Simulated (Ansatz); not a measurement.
Relaxation of AlH₄NO₂ (8 atoms, charge 0, multiplicity 1), to a largest force component of 0.02 eV/Å in at most 40 steps.

Theory: RKS PBE/def2-SVP (Ansatz 0.2.0).

```xyz
8
Properties=species:S:1:pos:R:3
Al 0.000 0.000 0.000
N 0.000 0.000 1.920
H -0.877 -0.271 2.450
H 0.877 0.271 2.450
O 1.542 0.000 -0.890
H 1.841 -0.952 -1.045
O -1.542 0.000 -0.890
H -2.051 -0.847 -0.681
```

Question: Where does it end, and by what steps?

Answer: The forces met the threshold. The force dipped under the threshold on the way, but the program's further checks kept it going. After 13 steps the energy has fallen by 0.710 eV; H6 moved furthest, 0.71 Å.

| step | energy less start (eV) | largest force component (eV/Å) | accepted |
| --- | --- | --- | --- |
| 0 | 0.0000 | 1.734 | yes |
| 1 | -0.3625 | 1.380 | yes |
| 2 | -0.4802 | 1.104 | yes |
| 3 | -0.5798 | 0.623 | yes |
| 4 | -0.6599 | 0.243 | yes |
| 5 | -0.6850 | 0.308 | yes |
| 6 | -0.6967 | 0.163 | yes |
| 7 | -0.6911 | 0.190 | no |
| 8 | -0.7089 | 0.029 | yes |
| 9 | -0.7101 | 0.013 | yes |
| 10 | -0.7101 | 0.104 | no |
| 11 | -0.7101 | 0.107 | no |
| 12 | -0.7102 | 0.005 | yes |
| 13 | -0.7102 | 0.018 | yes |

```xyz
8
Properties=species:S:1:pos:R:3
Al 0.065 -0.266 0.124
N -0.045 0.009 1.876
H -0.898 0.045 2.436
H 0.773 0.158 2.470
O 1.637 -0.282 -0.566
H 1.754 -0.426 -1.517
O -1.288 -0.515 -0.908
H -2.207 -0.522 -0.602
```

Time of the run: 26 s on 1 thread of AMD EPYC 7B13 (Zen 3) (shared host), peak memory 0.16 GiB.
